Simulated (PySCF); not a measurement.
# Silver: a sound run and one with changed settings

Sound run: Ag [Kr] 4d10 5s1, Ag+ [Kr] 4d10. Computed with PySCF 2.14 in x2c-TZVPall, with the spin-free X2C one-electron Hamiltonian (Gaussian nucleus). In the sound run the correlated levels freeze [Kr]. The sound run starts from symmetry-adapted Hartree-Fock orbitals and uses a fine grid where one is needed.

Changed run: basis STO-3G, all-electron and non-relativistic. This setting is unsound on purpose.

| species | method | sound run (hartree) | changed run (hartree) | converged |
| --- | --- | --- | --- | --- |
| Ag | UHF | -5312.81203 | -5146.35124 | yes |
| Ag | BP86 | -5316.02330 | -5148.56739 | yes |
| Ag | TPSS | -5315.17286 | -5147.94961 | yes |
| Ag | MP2 | -5313.11069 | -5146.35328 | yes |
| Ag+ | UHF | -5312.57852 | -5146.23635 | yes |
| Ag+ | BP86 | -5315.72546 | -5148.42125 | yes |
| Ag+ | TPSS | -5314.89014 | -5147.81284 | yes |
| Ag+ | MP2 | -5312.85055 | -5146.23731 | yes |

Ionisation energy of Ag:

```
 method  sound run (eV)  changed run (eV)
    UHF           6.354             3.126
   BP86           8.105             3.976
   TPSS           7.693             3.722
    MP2           7.079             3.156
SCS-MP2           6.959             3.160
```

A minimal basis cannot let orbitals breathe on ionisation and holds almost no correlation. The Hamiltonian changed with the basis, so the totals do not compare.

For comparison, NIST gives 7.576 eV between the lowest levels.
